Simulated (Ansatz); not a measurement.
`C=N[CH]([AlH2])[SiH3]`, relaxed with RKS PBE-D4/def2-SVP in Ansatz 0.2.0 from a rough embedded geometry. The force threshold is 0.03 eV/Å; the program also tests the step.

Charge 0, multiplicity 1.

Start:

```xyz
13

C    -0.943    0.928   -1.787
N    -0.521    1.046   -0.646
C    -0.424   -0.072    0.259
Al   -0.033    0.618    2.127
Si    1.070   -1.156   -0.177
H    -1.049    1.768   -2.502
H    -1.272   -0.064   -2.206
H    -1.284   -0.698    0.278
H     0.107   -0.340    3.301
H    -0.014    2.238    2.341
H     2.304   -0.315   -0.189
H     1.227   -2.238    0.772
H     0.831   -1.715   -1.572
```

Task: By how much does the energy fall, and how many steps does the optimiser take? (An estimate is asked.)

Result: Ansatz gave: 51.21 kJ/mol, in 17 steps, 1 of them rejected.

Task: Which bonds change most? (Best estimate.)

Result: Ansatz gave: Al4–H9 from 1.522 to 1.602 Å; C3–H8 from 1.064 to 1.126 Å; Si5–H12 from 1.448 to 1.506 Å; C1–N2 from 1.222 to 1.279 Å.

Task: Give the relaxed structure. (Best estimate.)

Result: The calculation gave: 
```xyz
13

C    -1.265    1.030   -1.709
N    -0.274    0.862   -0.917
C    -0.296   -0.162    0.084
Al   -0.075    0.662    1.885
Si    1.289   -1.213   -0.091
H    -1.223    1.835   -2.467
H    -2.189    0.400   -1.678
H    -1.188   -0.849    0.061
H    -0.248   -0.297    3.156
H     0.290    2.209    2.028
H     2.485   -0.409    0.363
H     1.176   -2.422    0.798
H     1.519   -1.647   -1.513
```
